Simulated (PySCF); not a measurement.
Species: C2H7BO2Te.
Bonds: C1–Te2, Te2–C3, C3–B4, B4–O5, B4–O6. Hydrogens: H7, H8, H9 on C1; H10, H11 on C3; H12 on O5; H13 on O6.

Method: PBE0-D3(BJ)/def2-SVP geometry optimisation, gas phase, def2 core potentials past Kr in PySCF.

(1) How far are the bound atoms from Te2?

(2) What is the shape at Te2?

(3) What are the other bond lengths?

(4) Give some angles away from the centre.

(5) What are the rotational constants (commonest isotopes, rigid rotor)?

Answers

(1) 2 atoms: C1 2.153 Å, C3 2.154 Å. The nearest atom not counted as bound is H8, at 2.70 Å.

(2) Bent: angle 93.9°.

(3) C3–B4 1.575 Å; B4–O5, B4–O6 1.365 Å; C1–H7, C1–H8, C1–H9 1.098 Å; C3–H10, C3–H11 1.101 Å; O5–H12, O6–H13 0.962 Å.

(4) Te2–C3–B4 112.3°, C3–B4–O5 118.7°, C3–B4–O6 117.6°, O5–B4–O6 123.7°.

(5) A = 5061, B = 956.1, C = 812.5 MHz: a near-prolate asymmetric top.

Charge 0, singlet. Stationary, but not proved a minimum.

Conformer computed: `[CH3:1][Te:2][CH2:3][B:4]([OH:5])[OH:6]`: C1–Te2–C3–B4 179°, Te2–C3–B4–O5 2°, H–O5–B4–C3 180°, H–O6–B4–C3 180°.

One conformer stands for the species.
